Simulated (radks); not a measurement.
Valence configurations of the niobium ion Nb2+ (all share [Kr]). Method: scalar-relativistic Kohn-Sham, PBE, spin-polarised, spherical densities, finite nucleus; open shells are filled with parallel spins first (spin-orbit coupling, left out, can overturn this in heavy ions); Fermi nuclear charge, rms radius 4.324 fm; computed with a radial shooting solver on a logarithmic mesh with Libxc functionals. Energies are relative to 4d3; eigenvalues in eV for spin up.

valence          E (eV)  moment (Bohr magnetons)    e(4d)    e(5p)    e(5s)
4d3               0.000                        3  -19.985        -        -
4d2 5p1           8.218                        3  -23.532  -14.465        -
4d2.5 5p0.5       3.893                        3  -21.758  -13.533        -
4d2 5s1           3.045                        3  -22.632        -  -19.070
4d1 5s2           8.413                        1  -25.063        -  -20.032
4d1 5p2          18.123                        3  -27.009  -16.257        -
4d1 5s1 5p1      12.629                        3  -26.177  -15.743  -21.244
4d1.5 5s1.5       5.722                        2  -23.848        -  -19.577
4d1.5 5s1 5p0.5   7.624                        3  -24.419  -14.837  -20.175
4d1.5 5p1.5      12.960                        3  -25.284  -15.385        -

NIST lists [Kr] 4d3 as the ground configuration; this level of theory agrees among the configurations tried. The energies are those of spherical high-spin densities, not of single terms.
